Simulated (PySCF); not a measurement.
B(F)(NHMe)(OH) (CH₅BFNO), SMILES FB(O)NC. Atoms are numbered in the order given.

```xyz
10

B      0.1867     0.2132     0.5099
F      0.8803    -0.0812     1.6208
N      0.0558    -0.7978    -0.4684
C     -0.6319    -0.7314    -1.7330
H      0.4963    -1.6889    -0.2654
H     -1.4645    -1.4548    -1.8041
H      0.0403    -0.9085    -2.5922
H     -1.0698     0.2691    -1.8768
O     -0.3296     1.4725     0.4322
H     -0.8208     1.6413    -0.3782
```

The structure is a stationary point at r2SCAN-D4/def2-SVP. This is a generated structure with no PubChem entry under its InChIKey; it may be hypothetical. One conformer was computed; it need not be the lowest.

All values below come from PySCF with M06-2X/def2-TZVP.

Isolated molecule, no solvent.

Question: Estimate the frontier levels, gap, dipole moment and polarisability. (An estimate is asked for; the answer gives what the named calculation found.)

Answer: 
highest occupied level: -8.89 eV
lowest empty level: 1.03 eV
orbital gap: 9.91 eV
dipole moment: 3.71 D
quadrupole, principal values (traceless, Buckingham form, about the centre of nuclear charge): -3.59, -0.76, 4.35 D·Å
mean static polarisability: 37.2 bohr³ (5.51 Å³)
polarisability, principal values: 29.9, 37.4, 44.3 bohr³
